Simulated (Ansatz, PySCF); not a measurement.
CH₆O₃Sn, singlet, at a GFN2-xTB geometry (such geometries of metal compounds can be far from the true shape) (all electrons, no relativity). Base run: PySCF with CASSCF(4,6)/STO-3G.

PySCF was given this input:
```python
from pyscf import gto, scf, mcscf
import numpy

mol = gto.Mole()
mol.atom = '''
    Sn    0.25796594   -0.08395751    0.31992320
    O     1.63294181    1.21030378   -0.01916710
    O     0.71144146   -1.59587812   -0.77649374
    O    -1.32465576    0.78011560   -0.43656852
    C    -2.55795450    0.15831989   -0.70717505
    H     0.13541039   -0.56967519    1.91149553
    H     1.30036910    2.09472822   -0.18001703
    H     1.53251579   -1.48464891   -1.25802135
    H    -3.15310681    0.89894834   -1.24200385
    H    -3.08096140   -0.12209745    0.20821957
    H    -2.44261757   -0.72562860   -1.33494752
'''
mol.basis = 'sto-3g'
mol.verbose = 3
mol.build()

mf = scf.RHF(mol)
mf.kernel()
mc = mcscf.CASSCF(mf, 6, 4)
mc.fix_spin_(ss=0.0)
mc.kernel()
occ = numpy.linalg.eigvalsh(mc.fcisolver.make_rdm1(mc.ci, mc.ncas, mc.nelecas))[::-1]
ss = mc.fcisolver.spin_square(mc.ci, mc.ncas, mc.nelecas)[0]
print('natural occupations', occ.round(4), ' <S^2>', round(ss, 4))
```

Programs used: Ansatz (a quantum-chemistry and plane-wave program), PySCF; a row that names a program was run with it.

Each row names what was changed in the base input (with any setting that the change needs).

| change | ΔE vs base (mEh) | natural occupations | <S^2> of the state |
|---|---|---|---|
| base | 0.000 | 1.97 1.97 0.03 0.03 0.00 0.00 | 0.00 |
| fix_spin_ = off | 0.000 | 1.97 1.97 0.03 0.03 0.00 0.00 | 0.00 |
| start = MP2 natural orbitals | 14.078 | 1.98 1.97 0.03 0.02 0.00 0.00 | 0.00 |
| solver = newton | 14.232 | 1.98 1.97 0.03 0.02 0.00 0.00 | 0.00 |
| orbitals = fixed (CASCI); correction = SC-NEVPT2 | -141.6 | 2.00 1.99 0.01 0.00 0.00 0.00 | 0.00 |
| correction = SC-NEVPT2 | -148.7 | 1.97 1.97 0.03 0.03 0.00 0.00 | 0.00 |
| orbitals = fixed (CASCI) | 36.453 | 2.00 1.99 0.01 0.00 0.00 0.00 | 0.00 |
| state_average = 2 states | 27.260 | - | - |
| active space = 4 electrons, 3 orbitals | 28.578 | 2.00 1.97 0.03 | 0.00 |
| conv_tol = 1e-5 | 0.002 | 1.97 1.97 0.03 0.03 0.00 0.00 | 0.00 |
| code = ansatz | 0.018 | - | - |

Active orbitals are taken around the Fermi level unless the row says otherwise; CASSCF can end in different local minima, and two programs can end on different orbitals. State-averaged rows give the lowest state.
